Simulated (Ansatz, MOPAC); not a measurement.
Species: C5H7Si (charge 0, doublet). SMILES: [SiH3]C1=[C]C=CC1

Atoms: Si1, C2, C3, C4, C5, C6, H7, H8, H9, H10, H11, H12, H13. Bonds: Si1-C2, Si1-H7, Si1-H8, Si1-H9, C2-C3, C2-C6, C3-C4, C4-C5, C4-H10, C5-C6, C5-H11, C6-H12, C6-H13.

Bond lengths (Å) and angles (degrees) optimised at PM6 with MOPAC; PBE/6-31G* with Ansatz (a first-principles code); B3LYP/LANL2DZ with Ansatz, each started from the B3LYP-D3(BJ)/def2-TZVP structure (Ansatz) of the last column. A row stands for all coordinates that are equal there; 13 of 29 kinds are shown. 6-31G* holds six Cartesian d functions. No wavenumbers were computed at PBE/6-31G*, B3LYP/LANL2DZ, so these may be saddle points.

| coordinate | PM6 | PBE/6-31G* | B3LYP/LANL2DZ | B3LYP-D3(BJ)/def2-TZVP |
|---|---|---|---|---|
| Si1-C2 | 1.838 | 1.862 | 1.870 | 1.850 |
| Si1-H7 | 1.483 | 1.498 | 1.483 | 1.479 |
| Si1-H8 | 1.482 | 1.504 | 1.489 | 1.484 |
| C2-C3 | 1.335 | 1.353 | 1.358 | 1.334 |
| C2-C6 | 1.540 | 1.534 | 1.546 | 1.530 |
| C3-C4 | 1.436 | 1.454 | 1.472 | 1.451 |
| C4-C5 | 1.362 | 1.362 | 1.367 | 1.346 |
| C4-H10 | 1.073 | 1.091 | 1.083 | 1.079 |
| Si1-C2-C3 | 129.5 | 128.7 | 129.4 | 129.2 |
| Si1-C2-C6 | 128.0 | 127.4 | 126.0 | 126.7 |
| C3-C2-C6 | 102.5 | 103.9 | 104.5 | 104.1 |
| C2-C3-C4 | 118.8 | 115.2 | 114.7 | 115.2 |
| C2-C6-C5 | 104.1 | 105.0 | 104.6 | 104.5 |

Mean signed difference of all 13 bond lengths from B3LYP-D3(BJ)/def2-TZVP: PM6 0.002 Å, PBE/6-31G* 0.013 Å, B3LYP/LANL2DZ 0.012 Å.
